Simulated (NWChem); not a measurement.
# ZnSiH3OI; SMILES [SiH3][O][Zn][I]

```xyz
7

Zn     0.1833     0.5304     0.0001
I     -0.0612    -1.8683     0.0000
O      0.4540     2.2748    -0.0002
Si    -0.3033     3.7334     0.0000
H     -1.1640     3.9123    -1.2155
H      0.7120     4.8295     0.0158
H     -1.1879     3.8998     1.2001
```
Atoms are numbered in this order, from 1.

Program: NWChem. Medium grid unless said otherwise, to which SCAN and Minnesota functionals are sensitive. All runs use the structure optimised with PBE0/def2-SVP. Not confirmed as a minimum by frequencies. def2 effective core potentials on I; no spin-orbit coupling. Hybrids' shares of exact exchange are those that their runs print; pure functionals count as 0. The functionals differ in more than this share.

```csv
row,share of exact exchange,highest occupied level (eV)
PBE/def2-SVP,0.00,-6.60
HCTH/407/def2-SVP,0.00,-6.69
B3LYP/def2-SVP,0.20,-7.56
M06/def2-SVP,0.27,-7.78
PW6B95/def2-SVP,0.28,-7.88
BHandHLYP/def2-SVP,0.50,-8.81
Hartree-Fock/def2-SVP,1.00,withheld
```

Task: Fit a straight line of the last column on the one before it, predict the withheld value, and compare with the run.

Result: 
1. Means of the 6 shown rows: x = 0.208, y = -7.553. Slope Σ(x − x̄)(y − ȳ)/Σ(x − x̄)² = -0.7823/0.1809 = -4.325; intercept -6.652.
2. The shown rows scatter about the line by 0.036 (root mean square); the largest residual is +0.05, at PBE/def2-SVP.
3. At x = 1.00 (Hartree-Fock/def2-SVP; beyond the shown range) the line gives -10.98.
4. The run gives -10.35, +0.63 from the line, 17.4 times the scatter.
